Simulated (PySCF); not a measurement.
**GaOF + HCl → GaOCl + HF**

Level: PBE0 in the def2-TZVP basis family, all electrons, no relativity, computed in PySCF with density fitting; open shells unrestricted.

| species | state and structure | ZPE (kJ/mol) | H(298 K) − H(0) (kJ/mol) | S° (J/(mol K)) |
| --- | --- | --- | --- | --- |
| GaOF | singlet, C∞v, Ga–F 1.711 Å, Ga–O 1.642 Å; F–Ga–O 180.0° | 12.2 | 12.2 | 255.1 |
| HCl | singlet, C∞v, H–Cl 1.279 Å | 17.9 | 8.7 | 186.6 |
| GaOCl | singlet, C∞v, Ga–Cl 2.081 Å, Ga–O 1.643 Å; Cl–Ga–O 180.0° | 10.3 | 12.8 | 266.4 |
| HF | singlet, C∞v, H–F 0.920 Å | 24.9 | 8.7 | 173.6 |

**Question.** Is the gas-phase reaction uphill or downhill in electronic energy at this level, and by how much?

**Answer.** At PBE0/def2-TZVP, ΔE = -43.3 kJ/mol, downhill. 

**Question.** Add zero-point, thermal and entropy terms for 298.15 K and 1 bar.

**Answer.** ΔZPE = 5.1 and Δ[H(298) − H(0)] = 0.6 kJ/mol give ΔH° = -37.6 kJ/mol. ΔS° = -1.7 J/(mol K), so ΔG° = -37.6 − 298.15 × (-0.0017) = -37 kJ/mol and log₁₀K = 6.5.

Only the bonding shown was studied: isomers, or loss of a ligand pair, can lie lower.
